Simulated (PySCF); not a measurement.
Species: C4H11GeN.
Structure used (PBE0-D3(BJ)/def2-SVP), in Å, numbered top down from 1:
```
atom  x, y, z in Å
C1    -2.869    0.569    0.094
C2    -2.196   -0.421   -0.491
C3    -0.709   -0.619   -0.401
N4    -0.013    0.469    0.235
Ge5    1.586    0.215    1.102
C6     3.011   -0.456   -0.059
H7    -2.344    1.307    0.707
H8    -3.953    0.661   -0.009
H9    -2.732   -1.166   -1.092
H10   -0.525   -1.545    0.178
H11   -0.335   -0.852   -1.422
H12   -0.095    1.339   -0.283
H13    1.969    1.587    1.688
H14    1.316   -0.810    2.224
H15    2.722   -1.419   -0.504
H16    3.216    0.257   -0.872
H17    3.938   -0.606    0.516
```

Lines to be assigned: C 1s: 289.83 (area 1), 290.09 (area 1), 290.25 (area 1), 291.45 (area 1) eV; N 1s: 403.98 eV.

Theory: delta-SCF UKS SCAN, pcX-2 on the ionised atom, pcseg-1 elsewhere, spin-free X2C (PySCF). One conformer (not necessarily the lowest) at the PBE0-D3(BJ)/def2-SVP geometry, without solvent, vibrations or thermal averaging.

Which carbon gives which C 1s line?

289.83 eV: C1 (terminal =CH2 carbon); 290.09 eV: C6 (sp3 carbon bound to germanium); 290.25 eV: C2 (alkene CH carbon); 291.45 eV: C3 (sp3 carbon bound to nitrogen). The listed C 1s values span 1.62 eV, from C1 (bonded to C (double bond) and 2 H) to C3 (bonded to N, C and 2 H).

Bonded neighbours of each site: C1: C (double bond) and 2 H; C2: C (double bond), C and H; C3: N, C and 2 H; N4: C, H and Ge; C6: 3 H and Ge.

Which photon energy gives electrons from C 1s of C6 a kinetic energy of 20 eV, and what is their de Broglie wavelength?

hν = 290.09 + 20 = 310.09 eV, recoil neglected; λ = 12.264 Å/√(E/eV) = 2.74 Å.

No level of germanium is listed.
